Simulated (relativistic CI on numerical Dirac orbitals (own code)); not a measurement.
## Forbidden transitions in Br8+

Computed by Dirac-Coulomb-Breit CI, KLI orbitals optimised for each configuration, model QED, unscaled Slater integrals (own radial code, finite nucleus).

Configurations in the expansion (outside the closed core [Ne]): 3s2 3p6 3d9, 3s2 3p5 3d10, 3s2 3p6 3d8 4s, 3s2 3p6 3d8 4p, 3s 3p6 3d10, 3s2 3p6 3d7 4s2, 3s2 3p6 3d8 4d, 3s2 3p6 3d7 4s 4p, 3s2 3p6 3d8 5s, 3s2 3p6 3d7 4p2, 3s2 3p6 3d8 4f, 3s2 3p6 3d8 5p, 3s2 3p6 3d7 4s 4d, 3s2 3p6 3d8 5d, 3s2 3p6 3d7 4p 4d, 3s2 3p6 3d8 6s, 3s2 3p6 3d8 5f, 3s2 3p6 3d8 5g, 3s2 3p6 3d8 6p, 3s2 3p5 3d9 4s, 3s2 3p6 3d8 6d, 3s2 3p6 3d7 4d2, 3s2 3p5 3d8 4s2, 3s2 3p5 3d9 4p, 3s2 3p5 3d8 4s 4p, 3s2 3p4 3d10 4s, 3s2 3p5 3d8 4p2, 3s2 3p4 3d10 4p, 3s2 3p5 3d9 4d, 3s2 3p5 3d8 4s 4d, 3s 3p6 3d8 4s2, 3s 3p6 3d9 4s, 3s2 3p5 3d8 4p 4d, 3s2 3p5 3d9 5s, 3s2 3p5 3d9 4f, 3s2 3p5 3d9 5p. Levels of other configurations are missing.

| λ vac (Å) | Lower | Upper | Type | A (s⁻¹) | log gf |
| --- | --- | --- | --- | --- | --- |
| 131.05 | 3s2 3p6 3d9 2D_5/2 [1] | 3s2 3p6 3d8 4s 2S_1/2 [18] | E2 | 4.30e+05 | -5.65 |
| 132.53 | 3s2 3p6 3d9 2D_3/2 [2] | 3s2 3p6 3d8 4s 2S_1/2 [18] | E2 | 4.61e+05 | -5.61 |
| 141.91 | 3s2 3p6 3d9 2D_5/2 [1] | 3s2 3p6 3d8 4s 2G_9/2 [16] | E2 | 5.83e+05 | -4.75 |
| 142.83 | 3s2 3p6 3d9 2D_5/2 [1] | 3s2 3p6 3d8 4s 2P_1/2 [15] | E2 | 7.82e+05 | -5.32 |
| 143.18 | 3s2 3p6 3d9 2D_5/2 [1] | 3s2 3p6 3d8 4s 2P_3/2 [14] | E2 | 8.31e+05 | -4.99 |
| 143.63 | 3s2 3p6 3d9 2D_3/2 [2] | 3s2 3p6 3d8 4s 2G_7/2 [17] | E2 | 5.48e+05 | -4.87 |
| 144.59 | 3s2 3p6 3d9 2D_3/2 [2] | 3s2 3p6 3d8 4s 2P_1/2 [15] | E2 | 9.11e+05 | -5.24 |
| 144.85 | 3s2 3p6 3d9 2D_5/2 [1] | 3s2 3p6 3d8 4s 2D_5/2 [13] | E2 | 1.31e+05 | -5.61 |
| 144.95 | 3s2 3p6 3d9 2D_3/2 [2] | 3s2 3p6 3d8 4s 2P_3/2 [14] | E2 | 7.31e+05 | -5.04 |
| 146.48 | 3s2 3p6 3d9 2D_5/2 [1] | 3s2 3p6 3d8 4s 2D_3/2 [10] | E2 | 4.34e+05 | -5.25 |
| 146.66 | 3s2 3p6 3d9 2D_3/2 [2] | 3s2 3p6 3d8 4s 2D_5/2 [13] | E2 | 1.47e+05 | -5.54 |
| 146.93 | 3s2 3p6 3d9 2D_5/2 [1] | 3s2 3p6 3d8 4s 4P_5/2 [9] | E2 | 5.85e+04 | -5.94 |
| 148.34 | 3s2 3p6 3d9 2D_3/2 [2] | 3s2 3p6 3d8 4s 2D_3/2 [10] | E2 | 6.63e+04 | -6.06 |
| 148.79 | 3s2 3p6 3d9 2D_3/2 [2] | 3s2 3p6 3d8 4s 4P_5/2 [9] | E2 | 2.24e+05 | -5.35 |
| 149.54 | 3s2 3p6 3d9 2D_5/2 [1] | 3s2 3p6 3d8 4s 2F_5/2 [8] | E2 | 4.68e+05 | -5.03 |
| 150.97 | 3s2 3p6 3d9 2D_5/2 [1] | 3s2 3p6 3d8 4s 2F_7/2 [7] | E2 | 1.08e+06 | -4.53 |
| 151.47 | 3s2 3p6 3d9 2D_3/2 [2] | 3s2 3p6 3d8 4s 2F_5/2 [8] | E2 | 7.70e+05 | -4.80 |
| 152.93 | 3s2 3p6 3d9 2D_3/2 [2] | 3s2 3p6 3d8 4s 2F_7/2 [7] | E2 | 9.16e+04 | -5.59 |
| 153.14 | 3s2 3p6 3d9 2D_5/2 [1] | 3s2 3p6 3d8 4s 4F_7/2 [4] | E2 | 1.70e+05 | -5.32 |
| 154.05 | 3s2 3p6 3d9 2D_3/2 [2] | 3s2 3p6 3d8 4s 4F_5/2 [5] | E2 | 4.57e+04 | -6.01 |

Terms are leading LS components. Brackets give the number of a level in order of energy, since labels repeat. The list gives strong lines, with weight on those to low levels, among the lowest 400 of 7576 levels, so that lines to higher ones, which can be the strongest, are missing. Levels whose partners in the same complex of configurations lie outside the list can be far off, and so can their lines. Rates are taken at the computed energies, electric ones in the length gauge.

At this charge configurations can still be misplaced by up to about 7 % of their energy.

(1) From the table, what is the radiative lifetime of 3s2 3p6 3d8 4s 2S_1/2?

Results:

(1) The listed rates from this level add up to about 8.91e+05 s⁻¹, 100 % of its decay; with all channels τ = 1.12e-06 s.

LS names give the leading component of a level, which can be under half, so a name can repeat, a term be missing and a line seem to break the LS rules.
